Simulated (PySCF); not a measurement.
Levels of Ba⁵³⁺ from EOM-EA-GCCSD

Reference: closed-shell Ba⁵⁴⁺, 1s2; one electron is added. Calculated with PySCF 2.14, two-component X2C-1e with screened spin-orbit coupling, an even-tempered Gaussian basis (16 s from 15 bohr⁻², ratio 2.6; 12 p from 19 bohr⁻², ratio 2.6; 6 d from 20 bohr⁻², ratio 2.8; 3 f from 840 bohr⁻², ratio 2.8); frozen nothing; the 30 highest virtual spinors dropped; of the others 54 kept and the rest restored at second order. No Breit or QED terms. Binding energies in eV.

```tsv
level	Koopmans	second order	EOM-CCSD
2s1/2	10625.6	10625.8	10625.8
2p1/2	10504.2	10504.6	10504.6
2p3/2	10056.3	10056.7	10056.7
```

Electric-dipole lines between these computed levels:

| lower | upper | ΔE (eV) | vacuum wavelength (nm) |
| --- | --- | --- | --- |
| 2s1/2 | 2p1/2 | 121.27 | 10.22 |
| 2s1/2 | 2p3/2 | 569.14 | 2.178 |

For comparison, the ionisation energy of Ba⁵³⁺ is 10616.42 ± 0.05 eV (theoretical estimate listed by NIST; NIST Atomic Spectra Database, ionization energies).

Only part of the computed levels is shown.
